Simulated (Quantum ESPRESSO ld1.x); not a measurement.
The numbers below are computed, except where a source is named.
Is Cs- bound? Neutral atom [Xe] 6s1, anion [Xe] 6s2. Non-relativistic spherical Kohn-Sham, ld1.x of Quantum ESPRESSO 7.5; with spin, open shells are filled with parallel spins first. "No" means that the self-consistent cycle ended without a solution in which all occupied levels of the anion are bound.

| method | e(HOMO) neutral (eV) | anion bound | e(HOMO) anion (eV) | EA, Delta-SCF (eV) | <r> HOMO anion (bohr) |
|---|---|---|---|---|---|
| LDA (Slater exchange, Perdew-Zunger correlation), spin-polarised | 6s up -2.297 | no | - | - | - |
| LDA (Slater exchange, Perdew-Zunger correlation) + SIC, spin-polarised | 6s up -3.698 | yes | 6s up -0.499 | 0.532 | 7.48 |
| LDA (Slater exchange, Perdew-Wang correlation) + SIC, spin-polarised | 6s up -3.702 | yes | 6s up -0.498 | 0.527 | 7.48 |
| PBE, spin-unpolarised | 6s -2.019 | no | - | - | - |
| Slater X-alpha with alpha = 1, spin-unpolarised | 6s -2.521 | no | - | - | - |

A bound anion was found by 2 of 5 methods. Tabulated electron affinity: 0.472 eV (CRC Handbook (2014) and Andersen, Phys. Rep. 394, 157 (2004), with later updates, as tabulated in mendeleev).  Relativity is left out, which matters for an element this heavy.

Beside tabulated values, note that spin-unpolarised runs miss the spin-polarisation part of the exchange energy of open shells.
